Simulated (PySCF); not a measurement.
Job file and geometry (Å, from GFN2-xTB) of an NMR shielding run on SMILES C=CB1BNBN(C)BN1, C$_{3}$H$_{11}$B$_{4}$N$_{3}$, PySCF 2.14.0, density-fitted response routines, GIAO PBE0/pcSseg-1 NMR shielding, non-relativistic, gas phase; density fitting, a coarse starting grid and PySCF grid level 2 are the driver's defaults:

```
$ OMP_NUM_THREADS=1 python probes_run.py task.json out

{"job": {"kind": "nmr", "xc": "PBE0", "basis": "pcSseg-1"}, "charge": 0, "multiplicity": 1}
C     -3.931878    -0.066346    -0.134915
C     -2.839292    -0.737693     0.215652
B     -1.363924    -0.197803     0.140490
B     -0.979256     1.410906    -0.079224
N      0.344062     1.872088    -0.232684
B      1.623962     1.245217    -0.228234
N      1.908831    -0.128645    -0.009862
C      3.322793    -0.506619    -0.038480
B      1.035559    -1.229639     0.244897
N     -0.381314    -1.207310     0.295858
H     -4.925425    -0.490099    -0.088795
H     -3.873810     0.947666    -0.494810
H     -2.993075    -1.760672     0.560442
H     -1.792796     2.272439    -0.110101
H      0.429209     2.870032    -0.376222
H      2.545458     1.961764    -0.413945
H      3.508967    -1.227742    -0.836390
H      3.615856    -0.964739     0.907532
H      3.952478     0.363381    -0.209267
H      1.548828    -2.278727     0.422535
H     -0.764154    -2.130515     0.465054
```

Question: What does the program print?

Answer: 
```
coarse grid: 17608 points
cycle   1  E = -384.1396870613  dE =  1.266e+00  |g| = 5.267e-01  |ddm| = 4.075e+00
cycle   2  E = -384.1235690307  dE =  1.612e-02  |g| = 6.189e-01  |ddm| = 1.006e+00
cycle   3  E = -384.2113100570  dE = -8.774e-02  |g| = 9.926e-02  |ddm| = 5.563e-01
cycle   4  E = -384.2133503953  dE = -2.040e-03  |g| = 3.822e-02  |ddm| = 1.012e-01
cycle   5  E = -384.2137051030  dE = -3.547e-04  |g| = 1.121e-02  |ddm| = 3.444e-02
cycle   6  E = -384.2137336043  dE = -2.850e-05  |g| = 3.765e-03  |ddm| = 1.059e-02
cycle   7  E = -384.2137369917  dE = -3.387e-06  |g| = 7.768e-04  |ddm| = 3.553e-03
final grid: 170528 points
cycle   8  E = -384.2603220604  dE = -5.412e-05  |g| = 1.035e-02  |ddm| = 3.472e-02
cycle   9  E = -384.2603103832  dE =  1.168e-05  |g| = 1.294e-02  |ddm| = 1.755e-02
cycle  10  E = -384.2603471908  dE = -3.681e-05  |g| = 1.530e-03  |ddm| = 9.123e-03
cycle  11  E = -384.2603477567  dE = -5.659e-07  |g| = 2.835e-04  |ddm| = 1.352e-03
cycle  12  E = -384.2603477745  dE = -1.776e-08  |g| = 1.041e-04  |ddm| = 3.051e-04
cycle  13  E = -384.2603477770  dE = -2.523e-09  |g| = 4.282e-05  |ddm| = 1.172e-04
cycle  14  E = -384.2603477774  dE = -4.397e-10  |g| = 1.042e-05  |ddm| = 3.964e-05
converged SCF energy = -384.2603477774

GIAO shielding tensors (ppm)
atom      isotropic    diamagn.    paramagn.     s11        s22        s33       span
  0 C       37.148     253.200    -216.052    -88.742     36.271    163.913    252.655
  1 C       29.280     261.522    -232.242    -92.424     28.023    152.240    244.664
  2 B       57.196     196.810    -139.614     15.309     38.225    118.055    102.747
  3 B       49.795     199.280    -149.485     -5.664     31.917    123.132    128.796
  4 N       82.172     323.388    -241.216    -92.028    108.719    229.826    321.854
  5 B       68.296     197.506    -129.210     43.960     66.021     94.907     50.947
  6 N      124.023     325.952    -201.929    -40.616    175.711    236.974    277.590
  7 C      139.498     238.618     -99.119    105.319    131.185    181.991     76.672
  8 B       67.397     198.157    -130.760     41.933     60.219    100.039     58.105
  9 N       88.261     325.708    -237.447    -66.839    125.536    206.087    272.926
 10 H       24.927      27.225      -2.298     21.992     24.683     28.105      6.112
 11 H       24.709      32.422      -7.713     21.669     24.190     28.269      6.600
 12 H       25.087      31.777      -6.690     20.811     25.185     29.266      8.455
 13 H       25.670      32.638      -6.968     23.741     24.619     28.650      4.909
 14 H       24.165      29.695      -5.530     19.389     26.142     26.963      7.574
 15 H       26.895      31.919      -5.024     23.649     27.391     29.645      5.995
 16 H       28.144      26.725       1.419     24.081     26.362     33.988      9.907
 17 H       28.138      26.563       1.575     24.102     26.438     33.875      9.773
 18 H       28.448      27.357       1.091     24.465     28.065     32.813      8.349
 19 H       26.779      32.357      -5.577     23.267     27.119     29.952      6.685
 20 H       24.909      33.191      -8.283     20.251     26.600     27.875      7.624
```

Size and cost of the density-fitted run: 225 basis functions, 56 s wall time on 1 thread of an Arm Neoverse V1, shared host; peak memory 0.93 GiB.
